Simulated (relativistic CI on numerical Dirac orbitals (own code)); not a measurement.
## Re69+: sensitivity of the levels to the model

Base calculation: Dirac-Coulomb-Breit CI, orbitals from a KLI potential per configuration, QED by a radiative potential, unscaled Slater integrals.

Configurations in the expansion (outside the closed core 1s2): 2s2.2p2, 2s.2p3, 2p4, 2p3.3s, 2p3.3p, 2s2.2p.3s, 2p3.3d, 2s2.2p.3p, 2s2.2p.3d, 2s.2p2.3s, 2s.2p2.3p, 2s.2p2.3d, 2s2.2p.4s, 2s2.2p.4p, 2s2.2p.4d, 2s2.2p.4f, 2s2.3s2, 2s.2p2.4s, 2s2.3s.3p, 2s.2p2.4p, 2s.2p2.4d, 2s2.3s.3d, 2s.2p2.4f, 2s2.2p.5s, 2s2.3p2, 2s2.2p.5p, 2s2.2p.5d, 2s2.2p.5f, 2s2.2p.5g, 2s2.3p.3d, 2s.2p.3s2, 2s2.3d2, 2s.2p.3s.3p, 2s.2p.3s.3d, 2s.2p.3p2, 2s.2p.3p.3d. Levels of other configurations are missing.

Variants: (1) valence Slater integrals scaled by 0.9; (2) QED terms removed; (3) one mean potential for all configurations. Shifts of the energy above 2s2.2p2 3P_0, in eV, for the lowest level and the first level of each name with at least 55 % of one term (blank where a level changes its place among those of its configuration and J or its character, or is not in the variant):

```csv
Level,Base,Δ(1),Δ(2),Δ(3)
2s2.2p2 3P_0,0.00,0.00,0.00,0.00
2s2.2p2 3P_1,1503.18,+3.10,-1.46,+0.10
2s2.2p2 1D_2,1521.60,+0.44,-1.46,+0.11
2s2.2p2 3P_2,3049.99,+2.64,-2.61,+0.21
2s2.2p2 1S_0,3114.44,-2.71,-2.58,+0.20
2s.2p3 3D°_3,3332.01,+4.14,+16.43,+0.35
2s.2p3 3P°_0,3397.05,-0.34,+16.45,+0.34
2s.2p3 1D°_2,3429.70,-4.95,+16.48,+0.35
2s.2p3 3P°_1,3434.06,-4.60,+16.47,+0.34
2p4 3P_2,3757.51,+0.48,+35.52,+0.75
2p4 1S_0,3825.10,-5.45,+35.51,+0.78
2p4 3P_1,5277.47,+2.69,+34.40,+0.64
2p4 1D_2,5296.22,-0.03,+34.41,+0.64
2p4 3P_0,6853.83,-0.98,+32.99,+0.53
```

At this charge energies of transitions that change n are usually good to better than 1 %, and those within a shell (Δn = 0) to a few per cent.

Ionisation energy from the two ground configurations alone: base 19001.6 eV. The NIST ASD value (theoretical) is 19000 eV.

LS names give the leading component of a level, which can be under half, so a name can repeat, a term be missing and a line seem to break the LS rules.
